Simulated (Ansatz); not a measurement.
CH₈O₂Si₂, SMILES `O[SiH2]C(O)[SiH3]`. Total charge 0; spin multiplicity 1. Geometry: relaxed with PBE0-D4/def2-TZVP. It is one conformer, not always the lowest.

```xyz
13

O    -2.289   -1.087   -1.053
Si   -1.355    0.210   -0.668
C     0.350   -0.384   -0.125
O     0.082   -1.373    0.886
Si    1.487    0.979    0.520
H    -2.243   -1.814   -0.427
H    -1.953    1.005    0.439
H    -1.236    1.047   -1.886
H     0.824   -0.845   -1.006
H     0.915   -1.716    1.221
H     0.814    1.785    1.570
H     1.920    1.866   -0.592
H     2.686    0.327    1.123
```

Question: What is the dipole moment at B3LYP/def2-TZVPP? (An estimate is asked.)

Answer: Computed: 2.07 D, with components (1.82, -0.77, 0.62) D in this frame, pointing from negative to positive charge.

Question: And with PBE, r2SCAN, ωB97M-V? (Estimate.)

Answer: Ansatz gave: PBE 2.02 D, r2SCAN 2.06 D, ωB97M-V 2.08 D.

Question: Give the Mulliken charges with B3LYP, PBE, r2SCAN in def2-TZVPP. (Estimate.)

Answer: Computed: 
```
atom  B3LYP    PBE  r2SCAN
  O1  -0.41  -0.37   -0.43
 Si2   0.50   0.42    0.52
  C3  -0.06  -0.04   -0.06
  O4  -0.36  -0.32   -0.37
 Si5   0.22   0.15    0.25
  H6   0.19   0.19    0.21
  H7  -0.10  -0.09   -0.10
  H8  -0.08  -0.07   -0.08
  H9   0.10   0.10    0.08
 H10   0.19   0.19    0.20
 H11  -0.05  -0.04   -0.06
 H12  -0.06  -0.05   -0.07
 H13  -0.07  -0.06   -0.08
```

B3LYP here is the variant with VWN-RPA as its local correlation; programs differ in this.
